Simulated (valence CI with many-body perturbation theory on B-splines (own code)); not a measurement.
## E1 transitions of Ce52+

Level of theory: configuration interaction combined with many-body perturbation theory (CI+MBPT): four valence electrons over a frozen Dirac-Fock core [He], radial functions for each j: 11 s, 11 p, 10 d, 8 f, 5 g, 2 h, with the one-electron correlation potential Σ1 (screened to all orders), the two-electron term Σ2, the three-electron term Σ3, Breit, model QED; selected single and double excitations, second order for the rest, scaled by the run's own slope (own B-spline code, finite nucleus).

The last digits are not significant, and no measured levels were compared; by estimate large intervals hold to a few tenths of a per cent, small ones and those within an open d or f shell to about a per cent. Among the levels kept, up to 880 cm⁻¹ of a level comes from second order outside the variational space, and about a tenth of that is noise between levels of different J, which matters for small intervals.

Lines 1 to 50 of 548 in falling wavelength, among levels below 558.99 Ry, chosen from the strongest by gf and those to the six lowest levels. Wavelengths and rates use the calculated energies. Electric multipoles are in the length gauge with retardation, E1 and E2 with the static RPA response of the core. Weak lines are less certain than strong ones. Lines between different terms over intervals too small for the method are left out, as are lines whose strength nearly cancels. The highest levels of a list are the least certain.

Levels are named by their leading jj configuration (3d3/2^4 stands for four electrons in 3d with j = 3/2), which in mixed levels can hold well under half, so a name can repeat and another be missing. Letters in brackets count levels of one name in rising energy.

| λ vac (Å) | Upper | Lower | A (s⁻¹) | S (a.u.) |
| --- | --- | --- | --- | --- |
| 156.9 | (2s 2p3/2^2 3p1/2) J=2 [a] | (2s 2p3/2^2 3s) J=3 | 6.55e+09 | 6.25e-02 |
| 150.6 | (2s 2p3/2^2 3p1/2) J=3 | (2s 2p3/2^2 3s) J=3 | 4.54e+09 | 5.36e-02 |
| 134.3 | (2s 2p1/2 2p3/2 3d5/2) J=4 [a] | (2s 2p1/2 2p3/2 3p3/2) J=3 [a] | 7.01e+09 | 7.54e-02 |
| 134.1 | (2s 2p3/2^2 3d5/2) J=4 [b] | (2s 2p3/2^2 3p3/2) J=3 [b] | 7.28e+09 | 7.79e-02 |
| 133.5 | (2p1/2 2p3/2^2 3p1/2) J=2 [b] | (2p1/2 2p3/2^2 3s) J=3 | 7.23e+09 | 4.24e-02 |
| 130.9 | (2s 2p3/2^2 3d5/2) J=3 [c] | (2s 2p3/2^2 3p3/2) J=2 [c] | 9.96e+09 | 7.71e-02 |
| 130.6 | (2s^2 2p3/2 3d5/2) J=4 | (2s^2 2p3/2 3p3/2) J=3 | 9.47e+09 | 9.37e-02 |
| 130.4 | (2s 2p1/2 2p3/2 3d5/2) J=5 | (2s 2p1/2 2p3/2 3p3/2) J=4 | 1.30e+10 | 1.56e-01 |
| 129.9 | (2s 2p1/2 2p3/2 3p1/2) J=2 [b] | (2s 2p1/2 2p3/2 3s) J=3 | 9.42e+09 | 5.09e-02 |
| 129.4 | (2s 2p3/2^2 3d5/2) J=5 | (2s 2p3/2^2 3p3/2) J=4 | 1.27e+10 | 1.49e-01 |
| 129.0 | (2s 2p1/2 2p3/2 3d5/2) J=2 [d] | (2s 2p1/2 2p3/2 3p3/2) J=1 [d] | 7.75e+09 | 4.11e-02 |
| 128.7 | (2p1/2^2 2p3/2 3d5/2) J=4 | (2p1/2^2 2p3/2 3p3/2) J=3 | 1.44e+10 | 1.36e-01 |
| 128.4 | (2p1/2 2p3/2^2 3d5/2) J=3 | (2p1/2 2p3/2^2 3p3/2) J=2 [a] | 1.05e+10 | 7.67e-02 |
| 128.3 | (2s 2p1/2^2 3d5/2) J=3 | (2s 2p1/2^2 3p3/2) J=2 | 1.37e+10 | 9.97e-02 |
| 128.2 | (2p1/2 2p3/2^2 3d5/2) J=4 | (2p1/2 2p3/2^2 3p3/2) J=3 [a] | 1.40e+10 | 1.30e-01 |
| 126.9 | (2p1/2^2 2p3/2 3d5/2) J=3 | (2p1/2^2 2p3/2 3p3/2) J=2 | 1.25e+10 | 8.86e-02 |
| 125.9 | (2s 2p3/2^2 3d5/2) J=3 [b] | (2s 2p3/2^2 3p3/2) J=2 [b] | 1.11e+10 | 7.68e-02 |
| 124.4 | (2s 2p1/2 2p3/2 3d3/2) J=4 | (2s 2p1/2 2p3/2 3p3/2) J=3 [a] | 5.16e+09 | 4.41e-02 |
| 124.4 | (2s 2p3/2^2 3d5/2) J=4 [a] | (2s 2p3/2^2 3p3/2) J=3 [a] | 1.10e+10 | 9.43e-02 |
| 123.7 | (2s 2p1/2 2p3/2 3d5/2) J=4 [c] | (2s 2p1/2 2p3/2 3p3/2) J=3 [c] | 1.46e+10 | 1.23e-01 |
| 123.2 | (2s 2p1/2 2p3/2 3d5/2) J=4 [b] | (2s 2p1/2 2p3/2 3p3/2) J=3 [b] | 1.24e+10 | 1.03e-01 |
| 120.8 | (2s^2 2p1/2 3d5/2) J=3 | (2s^2 2p1/2 3p3/2) J=2 | 1.51e+10 | 9.21e-02 |
| 119.8 | (2s 2p1/2 2p3/2 3d5/2) J=3 [d] | (2s 2p1/2 2p3/2 3p3/2) J=2 [d] | 8.24e+09 | 4.89e-02 |
| 119.1 | (2s 2p1/2 2p3/2 3d5/2) J=3 [a] | (2s 2p1/2 2p3/2 3p3/2) J=2 [a] | 1.25e+10 | 7.32e-02 |
| 117.8 | (2p1/2^2 2p3/2 3d5/2) J=2 | (2p1/2^2 2p3/2 3p3/2) J=1 | 1.11e+10 | 4.48e-02 |
| 116.5 | (2s 2p1/2 2p3/2 3d5/2) J=2 [a] | (2s 2p1/2 2p3/2 3p3/2) J=1 [a] | 1.01e+10 | 3.94e-02 |
| 115.6 | (2s 2p1/2^2 3d5/2) J=2 | (2s 2p1/2^2 3p3/2) J=1 | 1.70e+10 | 6.47e-02 |
| 110.9 | (2s 2p1/2 2p3/2 3d5/2) J=3 [c] | (2s 2p1/2 2p3/2 3p3/2) J=2 [c] | 1.08e+10 | 5.09e-02 |
| 105.9 | (2s 2p3/2^2 3d5/2) J=2 [b] | (2s 2p3/2^2 3p3/2) J=1 [b] | 1.45e+10 | 4.25e-02 |
| 96.86 | (2s 2p3/2^2 3d5/2) J=4 [b] | (2p1/2 2p3/2^2 3s) J=3 | 8.76e+09 | 3.54e-02 |
| 78.03 | (2p1/2 2p3/2^2 3d3/2) J=4 | (2s 2p3/2^2 3d3/2) J=3 [b] | 1.41e+10 | 2.97e-02 |
| 76.00 | (2s 2p1/2 2p3/2 3p3/2) J=4 | (2s^2 2p3/2 3p3/2) J=3 | 2.96e+10 | 5.78e-02 |
| 73.49 | (2s 2p1/2 2p3/2 3p3/2) J=3 [b] | (2s^2 2p3/2 3p3/2) J=2 | 2.06e+10 | 2.83e-02 |
| 73.44 | (2p1/2 2p3/2^2 3p3/2) J=4 | (2s 2p3/2^2 3p3/2) J=3 [b] | 5.78e+10 | 1.02e-01 |
| 70.13 | (2p1/2^2 2p3/2 3d3/2) J=3 | (2s 2p1/2 2p3/2 3d3/2) J=2 [d] | 3.21e+10 | 3.82e-02 |
| 69.22 | (2p1/2 2p3/2^2 3p3/2) J=2 [b] | (2s 2p3/2^2 3p3/2) J=1 [c] | 2.69e+10 | 2.20e-02 |
| 69.12 | (2p1/2^2 2p3/2 3p3/2) J=3 | (2s 2p1/2 2p3/2 3p3/2) J=2 [e] | 5.65e+10 | 6.44e-02 |
| 68.37 | (2s 2p1/2^2 3p3/2) J=2 | (2s^2 2p1/2 3p3/2) J=1 | 5.22e+10 | 4.12e-02 |
| 67.86 | (2p1/2 2p3/2^2 3p3/2) J=1 [a] | (2p1/2 2p3/2^2 3s) J=2 [b] | 6.10e+10 | 2.82e-02 |
| 67.65 | (2s 2p1/2 2p3/2 3d3/2) J=3 [b] | (2s 2p1/2 2p3/2 3p1/2) J=2 [b] | 2.62e+10 | 2.81e-02 |
| 67.48 | (2s 2p3/2^2 3p3/2) J=3 [a] | (2s 2p3/2^2 3s) J=2 [a] | 4.64e+10 | 4.93e-02 |
| 67.05 | (2p1/2 2p3/2^2 3d3/2) J=3 [b] | (2p1/2 2p3/2^2 3p1/2) J=2 [b] | 3.77e+10 | 3.93e-02 |
| 66.70 | (2p1/2 2p3/2^2 3d3/2) J=2 [b] | (2p1/2 2p3/2^2 3p1/2) J=2 [b] | 5.48e+10 | 4.01e-02 |
| 66.27 | (2p1/2 2p3/2^2 3p3/2) J=2 [a] | (2p1/2 2p3/2^2 3s) J=1 | 4.91e+10 | 3.53e-02 |
| 66.06 | (2p1/2 2p3/2^2 3p3/2) J=3 [b] | (2p1/2 2p3/2^2 3s) J=2 [b] | 4.71e+10 | 4.69e-02 |
| 65.94 | (2p1/2^2 2p3/2 3p3/2) J=3 | (2s 2p1/2 2p3/2 3p3/2) J=2 [d] | 4.91e+10 | 4.87e-02 |
| 65.88 | (2s 2p1/2 2p3/2 3d3/2) J=2 [b] | (2s 2p1/2 2p3/2 3p1/2) J=2 [b] | 4.96e+10 | 3.50e-02 |
| 65.51 | (2p1/2 2p3/2^2 3p3/2) J=2 [c] | (2s 2p3/2^2 3p3/2) J=1 [d] | 5.70e+10 | 3.95e-02 |
| 65.20 | (2s 2p3/2^2 3p3/2) J=1 [a] | (2s 2p3/2^2 3s) J=2 [a] | 8.40e+10 | 3.45e-02 |
| 65.19 | (2s 2p1/2^2 2p3/2) J=2 | (2s^2 2p1/2 2p3/2) J=2 | 6.65e+09 | 4.55e-03 |
